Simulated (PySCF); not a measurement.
**Working with the constants of TeO⁺**

LDA constants of TeO⁺, ²Π (doublet), unpaired electrons π ↑ (Te cc-pVDZ-PP with ECP28, O cc-pVDZ; scalar-relativistic core potentials (PySCF 2.14); masses 129.9062 and 15.9949 u):

| Quantity | Value |
| --- | --- |
| ωe | 870.7 cm⁻¹ |
| ωexe | 3.32 cm⁻¹ |
| Be | 0.36129 cm⁻¹ |
| αe | 0.00191 cm⁻¹ |
| D (centrifugal) | 2.49e-07 cm⁻¹ |
| De to Te⁺ + O | 4.93 eV |

**Question.** Give the vibrational terms G(v) and spacings up to v = 6.

**Answer.** G(v) = ωe(v+½) − ωexe(v+½)².

```csv
v,G(v) (cm⁻¹),G(v) − G(v−1),Bv (cm⁻¹)
0,434.5,,0.3603
1,1298.6,864.1,0.3584
2,2156.0,857.4,0.3565
3,3006.8,850.8,0.3546
4,3850.9,844.1,0.3527
5,4688.4,837.5,0.3508
6,5519.3,830.9,0.3489
```

**Question.** How well does the Morse estimate ωe²/(4ωexe) reproduce De, and what is D0?

**Answer.** It gives 7.08 eV, 144 % of the computed De. D0 = De − G(0) = 4.93 − 0.05 = 4.88 eV.

These are scalar-relativistic numbers at best; spin–orbit coupling would shift them, the dissociation energy most. For an ion De counts to the pair picked by the measured ionisation energies or electron affinities, which need not be the lowest pair at this level. Counting both spins, an empty level lies below a filled one in this solution, because spin and occupation are held. The state was picked by a PBE0 search and need not be the measured ground state.
